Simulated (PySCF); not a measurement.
SMILES c1ccc(Cl)cc1C (C7H7Cl), singlet (GFN2-xTB optimised geometry):

```
15

C     -1.798    -1.890     0.001
C     -1.030    -0.604     0.000
C     -1.701     0.614     0.000
C     -1.001     1.806     0.000
C      0.383     1.808     0.000
C      1.050     0.596     0.000
Cl     2.781     0.574     0.000
C      0.358    -0.604     0.000
H     -1.129    -2.745    -0.018
H     -2.453    -1.940    -0.867
H     -2.422    -1.955     0.892
H     -2.781     0.624     0.000
H     -1.534     2.745     0.000
H      0.937     2.734     0.000
H      0.903    -1.536     0.000
```

Method: PySCF 2.14.0 with CAM-B3LYP/def2-TZVP.

What are the frontier orbital energies and the dipole moment?

HOMO-2 -10.24 eV, HOMO-1 -8.63 eV, HOMO -8.18 eV, LUMO 0.59 eV, LUMO+1 0.73 eV; dipole moment 2.03 D.

On the same geometry PBE/def2-TZVP (PySCF) gives HOMO-2 -7.37 eV, HOMO-1 -6.40 eV, HOMO -5.95 eV, LUMO -1.35 eV, LUMO+1 -1.26 eV; dipole moment 1.91 D.

Meta-Löwdin charges at CAM-B3LYP/def2-TZVP: C1 -0.34, C2 0.04, C3 -0.14, C4 -0.10, C5 -0.14, C6 0.03, Cl7 -0.06, C8 -0.14, H9 0.12, H10 0.12, H11 0.12, H12 0.11, H13 0.12, H14 0.13, H15 0.12.
